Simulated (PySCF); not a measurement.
Electric field gradients and quadrupole coupling constants

Compound: C5H10OSi2.
Z-matrix (Å and degrees, GFN2-xTB geometry), rows numbered from 1:
```
C 
C   1  1.3270
C   2  1.4989  1  121.46
Si  2  1.8863  1  123.02  3   177.85
C   4  1.9205  2  116.08  1   -14.43
Si  5  1.9180  4   96.86  2  -101.20
C   6  1.9572  5   84.05  4    -7.67
O   7  1.2054  4  132.79  2   -73.51
H   1  1.0801  2  122.03  3     0.40
H   1  1.0767  2  122.13  3  -179.87
H   3  1.0890  2  109.96  1   124.50
H   3  1.0882  2  111.41  1     3.53
H   3  1.0892  2  110.19  1  -117.28
H   4  1.4667  2  110.85  1   122.20
H   5  1.0864  4  115.09  2    20.17
H   5  1.0880  4  112.08  2   140.82
H   6  1.4605  5  116.81  4  -124.24
H   6  1.4620  5  114.29  4   104.54
```

Field gradients from the PBE0/pcSseg-1 density (PySCF, non-relativistic), principal values in atomic units, ordered |Vxx| ≤ |Vyy| ≤ |Vzz|:

| atom | Vxx | Vyy | Vzz |
| --- | --- | --- | --- |
| O8 | 0.2869 | 1.7594 | -2.0463 |

Question: Find the asymmetry η = (Vxx − Vyy)/Vzz and the couplings χ = eQV/h (234.96 MHz × Q in barn × V in au), with Q(17O) = −0.0256 b.

Answer: 
```csv
atom,environment,nucleus,η,χzz (MHz),χxx (MHz),χyy (MHz)
O8,carbonyl oxygen,17O,0.72,12.31,-1.73,-10.58
```

The tensor is traceless: Vxx + Vyy + Vzz = 0.

Question: What is Vzz at O8 in SI units (1 au = 9.71736 × 10²¹ V/m²)?

Answer: -2.0463 au = -19.884 × 10²¹ V/m².

Question: And the gradient at the other heavy atoms, for which no coupling is worked out here?

Answer: 
```json
{"atom": "C1", "environment": "terminal =CH2 carbon", "Vzz (au)": "0.314", "η": "0.39"}
{"atom": "C2", "environment": "fully substituted alkene carbon", "Vzz (au)": "0.345", "η": "0.50"}
{"atom": "C3", "environment": "allylic carbon", "Vzz (au)": "0.078", "η": "0.34"}
{"atom": "Si4", "environment": "SiH silicon", "Vzz (au)": "0.316", "η": "0.22"}
{"atom": "C5", "environment": "sp3 carbon bound to silicon", "Vzz (au)": "-0.054", "η": "0.06"}
{"atom": "Si6", "environment": "SiH2 silicon", "Vzz (au)": "0.316", "η": "0.07"}
{"atom": "C7", "environment": "carbonyl carbon", "Vzz (au)": "0.575", "η": "0.18"}
```

Were the hydrogens deuterons (Q(2H) = 0.00286 b), χzz would run from 108 kHz (H14) to 227 kHz (H10).

Geometry: GFN2-xTB, one conformer, isolated molecule. GFN2-xTB bond lengths can be off by several hundredths of an ångström, more for odd bonds, and the gradients follow them. These gradients aren't converged with respect to the basis.
